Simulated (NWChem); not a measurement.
Species: C2H2BF3; SMILES FB(F)/C=C\F

```xyz
8

F     -0.5849     1.9768     0.0000
C      0.6608     1.5441     0.0000
C      0.9914     0.2491     0.0000
B     -0.0139    -0.9227     0.0000
F     -1.3219    -0.7504     0.0000
F      0.4218    -2.1721     0.0000
H      1.3775     2.3739     0.0000
H      2.0641     0.0388     0.0000
```
Atoms are numbered in this order, from 1.

Program: NWChem. Pople sets run with spherical d functions. All runs use the structure optimised with PBE0/def2-SVP. Atomic charges in e: unrestrained fits to the electrostatic potential beside Mulliken populations; buried atoms are poorly determined by the fit.

Question: Estimate the computed values for Hartree-Fock/6-31G*. Quantities: ESP F1; Mulliken F1; ESP C2; Mulliken C2; ESP C3; Mulliken C3; ESP B4; Mulliken B4; ESP F5; Mulliken F5; relative RMS misfit of the potential (%).

Answer: 
| Item | Value |
|---|---|
| ESP F1 | -0.19 |
| Mulliken F1 | -0.38 |
| ESP C2 | 0.32 |
| Mulliken C2 | 0.32 |
| ESP C3 | -0.68 |
| Mulliken C3 | -0.57 |
| ESP B4 | 1.02 |
| Mulliken B4 | 0.97 |
| ESP F5 | -0.37 |
| Mulliken F5 | -0.38 |
| relative RMS misfit of the potential (%) | 19 |
